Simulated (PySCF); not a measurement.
C₂H₅O, charge -1. Atoms are numbered in the order given.

```xyz
8

C     -0.2036    -1.1745     0.0000
C      0.4789     0.2157     0.0000
O     -0.3603     1.2418     0.0000
H      0.5328    -2.0042     0.0000
H     -0.8487    -1.2707    -0.8902
H     -0.8487    -1.2707     0.8902
H      1.1976     0.1822     0.8898
H      1.1976     0.1822    -0.8898
```
Charge -1, spin multiplicity 1.

The structure is a stationary point at PBE0-D3(BJ)/def2-SVPD.

The numbers are results of HF/def2-TZVPD in PySCF, not measurements.

Gas-phase values at a fixed geometry.

```
Item                                                              Result
------------------------------------------------  ----------------------
total energy                                          -153.51399 hartree
point group                                                           Cs
highest occupied level                                          -3.05 eV
lowest empty level                                               5.82 eV
orbital gap                                                      8.87 eV
dipole moment about the centre of nuclear charge                  4.40 D
mean static polarisability                          43.8 bohr³ (6.50 Å³)
polarisability, principal values                  40.2, 44.1, 47.2 bohr³
```
